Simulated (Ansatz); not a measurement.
Input and output for C₃H₉BO (`[BH3-][O+]=C(C)C`).

```yaml
crystal:
  periodic: [false, false, false]
  atoms:
    - {symbol: B, position_ang: [-1.846048, 0.323444, 0.922059]}
    - {symbol: O, position_ang: [-0.378335, -0.280300, 0.981178]}
    - {symbol: C, position_ang: [0.438883, -0.201210, 0.061425]}
    - {symbol: C, position_ang: [0.106038, 0.482184, -1.205162]}
    - {symbol: C, position_ang: [1.777590, -0.812082, 0.253295]}
    - {symbol: H, position_ang: [-2.330059, 0.048423, 1.988302]}
    - {symbol: H, position_ang: [-2.381828, -0.220206, -0.025657]}
    - {symbol: H, position_ang: [-1.697854, 1.516359, 0.732800]}
    - {symbol: H, position_ang: [-0.201855, 1.507316, -0.973918]}
    - {symbol: H, position_ang: [0.929609, 0.468595, -1.915624]}
    - {symbol: H, position_ang: [-0.788932, 0.012131, -1.626224]}
    - {symbol: H, position_ang: [1.953052, -1.556255, -0.529467]}
    - {symbol: H, position_ang: [2.547964, -0.044755, 0.130496]}
    - {symbol: H, position_ang: [1.858874, -1.272746, 1.235298]}
basis:
  gaussian: {orbitals: x2c-TZVPPall}
hamiltonian: {xc: {name: B97}}
output: {forces: true}
```

```sh
$ ansatz run in.yaml --threads 4 --pin off --events-out ev --progress --plain --max-ram 10444MiB
```

It prints (some lines left out):

```
Functional definition: B97
1392 factors; their error is unknown
mean field evaluation 1: about -5974.9008 eV, gradient 6.4e1 eV
mean field evaluation 2: about -5972.7163 eV, gradient 7.2e1 eV
mean field evaluation 4: about -5984.0438 eV, gradient 3.5e0 eV
mean field evaluation 8: about -5984.0749 eV, gradient 5.1e-2 eV
mean field evaluation 16: about -5984.0620 eV, gradient 1.0e-4 eV
mean field -5984.06203357 eV, -219.9102235907 hartree, gradient 4.1e-5 eV, S^2 0.000000; 0 other end points of the search recorded, 0 dependent functions left out
reference -5984.06206480 eV, -219.9102247384 hartree; 20, 20 occupied and 261, 261 virtual orbitals, 1392 factors
Total energy: -5984.06206480 eV, -219.9102247384 hartree
Relativity: scalar
Atom 0 at    -1.846048     0.323444     0.922059 Å, force    -0.210269     0.060474     0.052115 eV/Å
Atom 1 at    -0.378335    -0.280300     0.981178 Å, force    -0.162024    -0.073580     0.313245 eV/Å
Atom 2 at     0.438883    -0.201210     0.061425 Å, force     0.096430    -0.000829    -0.083616 eV/Å
Atom 3 at     0.106038     0.482184    -1.205162 Å, force    -0.058235     0.140547    -0.271622 eV/Å
Atom 4 at     1.777590    -0.812082     0.253295 Å, force     0.266033    -0.124593     0.047408 eV/Å
Atom 5 at    -2.330059     0.048423     1.988302 Å, force     0.002282     0.008829    -0.022121 eV/Å
Atom 6 at    -2.381828    -0.220206    -0.025657 Å, force    -0.005701     0.015266     0.032217 eV/Å
Atom 7 at    -1.697854     1.516359     0.732800 Å, force    -0.021783    -0.025042     0.014500 eV/Å
Atom 8 at    -0.201855     1.507316    -0.973918 Å, force     0.012418     0.026173    -0.025717 eV/Å
Atom 9 at     0.929609     0.468595    -1.915624 Å, force     0.002597     0.009830    -0.024549 eV/Å
Atom 10 at    -0.788932     0.012131    -1.626224 Å, force     0.000698    -0.003012    -0.038369 eV/Å
Atom 11 at     1.953052    -1.556255    -0.529467 Å, force     0.021908    -0.025219    -0.009499 eV/Å
Atom 12 at     2.547964    -0.044755     0.130496 Å, force     0.033995     0.005226     0.003839 eV/Å
Atom 13 at     1.858874    -1.272746     1.235298 Å, force     0.021652    -0.014069     0.012170 eV/Å
Dipole moment:     1.145829    -0.181333    -0.619190 e Å
```

Hardware: 4 threads of an Intel Xeon on a shared host. Wall time 22 s, peak host memory 0.86 GiB.
